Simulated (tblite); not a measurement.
Q: Give a GFN2-xTB geometry of `c1(ccc(cc1)C(F)(F)F)[SiH3]`.

A: 
```
atom  x, y, z in Å
F1    -3.3405   -1.6068   -0.0679
C2    -2.9453   -0.3265   -0.1560
F3    -3.4451    0.1367   -1.3213
F4    -3.5941    0.3379    0.8136
C5    -1.4555   -0.1681   -0.0785
C6    -0.9114    0.9993    0.4398
C7     0.4624    1.1428    0.4894
C8     1.3137    0.1435    0.0274
Si9    3.1938    0.3575    0.0910
C10    0.7423   -1.0125   -0.4966
C11   -0.6288   -1.1763   -0.5555
H12   -1.5615    1.7795    0.8057
H13    0.8811    2.0502    0.8995
H14    3.5226    1.2099    1.2337
H15    3.8025   -0.9649    0.2374
H16    3.6330    0.9856   -1.1570
H17    1.3819   -1.8018   -0.8633
H18   -1.0600   -2.0797   -0.9597
```

Orientation and origin are arbitrary. Atoms count from 1 in this order. Si9 (SiH3 silicon) is tetrahedral (angles from 108.3° to 110.8°). The 7 C–C bonds span 1.382 Å (C10–C11, aromatic) to 1.500 Å (C2–C5, drawn single), a spread of 0.118 Å. Of the pairs four or more bonds apart, F4···H12 is among the closest relative to their van der Waals radii: 2.49 Å, 93 % of the sum of Bondi's values. The 6-membered ring C5–C6–C7–C8–C10–C11 has internal angles of 118.1° to 121.4° (sum 720°, against 720° for a flat polygon); it is planar, 0.00 Å rms from its mean plane, widest ring torsion 1°.

Bonds between heavy atoms (Å): F1–C2 1.343, C2–F3 1.350, C2–F4 1.343, C2–C5 1.500, C5–C6 1.388, C6–C7 1.382, C7–C8 1.392, C8–Si9 1.893, C8–C10 1.392, C10–C11 1.382, C5–C11 1.388.

Structure optimised with GFN2-xTB, isolated species.

Point group: Cs (tolerance 0.08 Å). Its lowest GFN2-xTB frequency is 4i cm⁻¹, too small to tell a flat minimum from a shallow saddle.

The numbers are calculated, not measured.
